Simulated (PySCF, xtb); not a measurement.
C3H7BO3, SMILES OB1OCC[C@H]1O.

xtb 6.7.1 with GFN2-xTB at its own geometry gives an orbital gap of 6.10 eV and a dipole moment of 2.71 D.

Geometry: B3LYP-D3(BJ)/def2-SVP. The structure was generated by enumeration; whether it is a known compound was not checked. Other conformers were not sampled.

Task: What does PySCF with M06-2X/def2-TZVP give? (An estimate is asked for; the answer gives what the named calculation found.)

Result: gap 10.35 eV (levels -9.07 and 1.27 eV), dipole 1.64 D.
